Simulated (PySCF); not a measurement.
hydrogen bromide cation (BrH), SMILES Br (connectivity only; charge and spin as stated), charge +1, multiplicity 2. Atoms are numbered in the order given.

```xyz
2

Br     0.0000     0.0000    -0.0405
H      0.0000     0.0000     1.4192
```
Charge +1, spin multiplicity 2.

Coordinates come from a B3LYP-D3(BJ)/def2-TZVPD optimisation. The multiplicity is an assumed one; other spin states were not compared.

These are B3LYP-D3(BJ)/def2-TZVPD (PySCF) values and carry that method's errors.

Frequencies are harmonic and unscaled.

| mode | ν (cm⁻¹) | IR (km/mol) | moving atoms (share of kinetic energy) |
|---|---|---|---|
| 1 | 2407 | 167.9 | H 99 % |
